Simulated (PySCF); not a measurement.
Species: C4H12PSi2 (doublet state).
Z-matrix (Å and degrees, GFN2-xTB geometry), rows numbered from 1:
```
C 
C   1  1.3221
C   2  1.4899  1  124.96
C   3  1.5253  2  111.34  1   140.07
Si  3  1.9226  2  108.40  1   -96.41
Si  5  2.3328  3  107.47  2    58.30
P   6  2.2083  5  111.55  3    44.86
H   1  1.0792  2  121.70  3    -1.86
H   1  1.0767  2  122.07  3   178.48
H   2  1.0832  1  119.97  3  -178.40
H   3  1.0960  2  108.62  1    20.12
H   4  1.0894  3  110.62  2   -60.41
H   4  1.0881  3  110.61  2    59.48
H   4  1.0876  3  110.81  2   179.47
H   5  1.4720  3  107.51  2  -178.28
H   5  1.4690  3  108.63  2   -64.03
H   6  1.4698  5  109.14  3   167.95
H   6  1.4658  5  112.11  3   -74.31
H   7  1.3893  6   94.41  5    79.09
```

The hyperfine couplings belong to this conformer and change with its torsions.

Identity: `C=C[C@@H](C)[SiH2][SiH2][PH]` [radical].

Computed with PySCF, UKS B3LYP, pcH-1 on C H P Si, non-relativistic, mean-field spin-orbit, GIAO. Geometry: GFN2-xTB, one conformer, isolated molecule. A GFN2-xTB geometry isn't a minimum of the functional, and hyperfine couplings can be far from their values at a DFT geometry, by a factor of two or more for some ions and for spin on atoms past the first row. Stability of the SCF solution: not tested.

Principal values of hyperfine tensors in MHz (contact, dipolar and spin–orbit terms together), for some of the nuclei:

```
atom  isotope       A1       A2      A3
  P7      31P  -202.68  -179.78  714.68
 Si5     29Si   -55.72   -36.55  -36.22
 H19       1H   -51.50   -31.37  -20.04
 Si6     29Si    29.25    31.12   32.91
 H18       1H    10.35    10.59   16.20
 H16       1H    10.85    11.66   13.81
  H8       1H    -1.09    -0.33    7.57
  C1      13C     1.16     1.34    3.59
```

**Question.** Give the isotropic coupling of each nucleus in MHz and in mT (g = 2.0119), and the anisotropic part.

**Answer.** a_iso is a third of the trace, T = A − a_iso, and a(mT) = a(MHz)/(g × 13.996). The tensors hold a spin–orbit part: the run splits a_iso into a_FC + a_SO, and T includes its anisotropic share.

| atom | a_iso (MHz) | a_FC | a_SO | a_iso (mT) | T1 | T2 | T3 |
| --- | --- | --- | --- | --- | --- | --- | --- |
| P7 | 110.74 | 111.15 | -0.41 | 3.933 | -313.43 | -290.52 | 603.94 |
| Si5 | -42.83 | -42.89 | 0.06 | -1.521 | -12.89 | 6.28 | 6.61 |
| H19 | -34.30 | -34.52 | 0.22 | -1.218 | -17.20 | 2.93 | 14.27 |
| Si6 | 31.09 | 31.24 | -0.14 | 1.104 | -1.85 | 0.03 | 1.82 |
| H18 | 12.38 | 12.36 | 0.02 | 0.440 | -2.03 | -1.79 | 3.82 |
| H16 | 12.10 | 12.10 | 0.00 | 0.430 | -1.26 | -0.45 | 1.70 |
| H8 | 2.05 | 2.05 | 0.00 | 0.073 | -3.14 | -2.38 | 5.52 |
| C1 | 2.03 | 2.03 | 0.00 | 0.072 | -0.87 | -0.69 | 1.56 |

**Question.** What spin density at the nucleus of P7 lies behind its contact coupling (g_N = 2.26320)?

**Answer.** a_FC = 800.24 MHz bohr³ × g_N × ρ(0)/(2S). With a_FC = 111.15 MHz and 2S = 1, ρ(0) = 0.06137 bohr⁻³.

**Question.** H17 (1H, g_N = 5.58569) isn't in the table. Its spin density at the nucleus is 0.009445 bohr⁻³. What is its contact coupling?

**Answer.** By the same relation, a_FC = 42.2 MHz. Its full tensor has the principal values 40.04, 40.94, 45.71 MHz.

**Question.** Which nucleus of the table has the largest anisotropic coupling, and what is its form?

**Answer.** P7: -313.4, -290.5, 603.9 MHz (the dipolar term alone has -310.0, -293.7, 603.7), nearly axial, close to the ratio −1:−1:+2, the form that spin in one p orbital centred on that nucleus gives.

**Question.** In a single crystal, with the field along each principal axis of the tensor of H19 in turn, what first-order splitting does this nucleus give (isotropic g, quadrupole terms neglected)?

**Answer.** 2 lines (I = 1/2), spaced by |A_i|/(g × 13.996): 1.83, 1.11, 0.71 mT along the axes of A1, A2 and A3.
